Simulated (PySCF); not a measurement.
VCl₃, triplet: molecular constants

All numbers come from UB3LYP in PySCF with V def2-SVP, Cl def2-SVP; no relativity; density-fitted integrals.

The structure is a minimum.

Z-matrix (Å, degrees; charge 0 multiplicity 3):
```
V
Cl 1 2.1595
Cl 1 2.1702 2 122.83
Cl 1 2.1702 2 122.83 3 180.00
```

- Point group: C2v
- Bond lengths: V–Cl 2.159 Å, V–Cl 2.170 Å (×2)
- Bond angles: Cl–V–Cl 114.3°, Cl–V–Cl 122.8° (×2)
- Enthalpy at 298.15 K above 0 K: 17.89 kJ/mol
- Highest occupied level (α): -7.45 eV
- Principal quadrupole moments (Buckingham, traceless) about the centre of mass: -3.25, -2.83, 6.08 D Å
- Heat capacity Cp at 298.15 K: 75.1 J/(mol K)
- Dipole moment: 0.52 D
- Rotational constants: 0.07248, 0.06494, 0.03425 cm⁻¹
- Principal polarisabilities: 30.2, 70.9, 77.1 bohr³
- Zero-point energy: 9.7 kJ/mol
- Rotational symmetry number: 2
- Lowest empty level (α): -4.21 eV
- Entropy at 298.15 K and 1 bar (electronic part: spin only): 349.2 J/(mol K)
- Spin squared ⟨S²⟩: 2.024
- Atomisation energy without zero-point energy: 1207 kJ/mol

Harmonic modes (masses in u: V 50.944, Cl 34.969):
```csv
symmetry,ω (cm⁻¹),IR (km/mol),μ (u)
b1,92,18.7,44.32
b2,96,4.5,36.95
a1,116,0.3,36.35
a1,359,0.3,34.97
b2,451,191,41.51
a1,501,131,42.28
```

In C2v the vibrations span b1 + 2b2 + 3a1. Here b1 is antisymmetric to the molecular plane and b2 lies in it.

Charges (e):
```tsv
atom	Mulliken	Löwdin	polar tensor	spin (Mulliken)	Mayer order to V1
V1	0.65	0.03	1.75	2.16	–
Cl2	-0.21	0.00	-0.57	-0.08	1.31
Cl3,4	-0.22	-0.02	-0.59	-0.04	1.26
```

Mulliken populations on V1: s 6.40, p 12.58, d 3.35, f 0.01.

Outer orbital energies (eV). α occupied: -10.05, -9.78, -9.67, -9.65, -9.45, -8.84, -7.97, -7.45; empty: -4.21, -3.84, -3.82, -0.35. β occupied: -10.45, -10.44, -9.77, -9.73, -9.66, -9.35, -9.29, -8.92; empty: -3.29, -2.95, -2.85, -2.78.

Formally V is in oxidation state +3, d2, with 2 unpaired electrons (the high-spin count). The Mulliken spin on V is 2.16. The polar-tensor charge on V, 1.75, is far below the formal one.

Other isomers or separated fragments may lie lower. Open d and f shells are described by one determinant, and the ground state may have another occupation or spin.

The final relaxation and frequency run took roughly 2.8 core-minutes on a shared host.
